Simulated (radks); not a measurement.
Results of a calculation; reference values are marked as such.
Species: Ge10+. Configuration: [Ar] 3d4.

Code: a radial shooting solver on a logarithmic mesh with Libxc functionals. Model: Dirac Kohn-Sham, PBE, spin-unpolarised, spherical densities, point nucleus; open shells fill j = l - 1/2 first.

Energy parts (eV):
total: -56014.475
kinetic: 57246.225
electron-nucleus: -129360.175
Hartree: 18031.059
exchange-correlation: -1931.584

Orbitals (lengths in bohr, moments of r in powers of bohr; <r^-3> diverges for s and p1/2):
orbital,occ.,eigenvalue (eV),<r^4>,<r^-3>,<r>
1s1/2,2,-11224.79,0.00002277,-,0.04701
2s1/2,2,-1642.358,0.004638,-,0.2094
2p1/2,2,-1490.842,0.003255,-,0.1810
2p3/2,4,-1458.956,0.003472,959.5,0.1846
3s1/2,2,-408.2251,0.2322,-,0.5840
3p1/2,2,-357.3908,0.2487,-,0.5829
3p3/2,4,-352.1815,0.2611,158.2,0.5905
3d3/2,4,-267.1001,0.2742,21.28,0.5691
3d5/2,0,-266.2053,0.2780,20.76,0.5714

The highest occupied level is 3d3/2 at -267.10 eV. The density falls to 0.001 e/bohr^3 at r = 1.71 bohr.
